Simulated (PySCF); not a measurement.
CAuO (SMILES [O+]#[C-]->[Au]), doublet, geometry from GFN2-xTB (such geometries of metal compounds can be far from the true shape) (the multiplicity is a formal guess) (core potentials on Au).

PySCF was given this input:
```python
from pyscf import gto, scf, dft

mol = gto.Mole()
mol.atom = '''
    Au   -0.221531   -0.218772   -0.207243
    O     1.679904    1.201703    1.425405
    C     0.676949    1.278232    0.828163
'''
mol.basis = 'def2-svp'
mol.ecp = {'Au': 'def2-svp'}
mol.charge = 0
mol.spin = 1
mol.verbose = 4
mol.build()

mf = dft.UKS(mol)
mf.xc = 'r2scan'
mf.kernel()
```

Q: What nuclear repulsion energy does R2SCAN/def2-SVP run with PySCF give?

A: 79.3540 Eh

Q: What is the computed dipole moment (R2SCAN/def2-SVP)?

A: 0.48 D

Q: Give the total energy at the level R2SCAN/def2-SVP.

A: -248.9454 Eh

Q: What is the computed number of basis functions (R2SCAN/def2-SVP)?

A: 60

Q: What HOMO energy does R2SCAN/def2-SVP give?

A: -5.66 eV

These values belong to the state on which the SCF converged, which isn't shown to be the lowest.
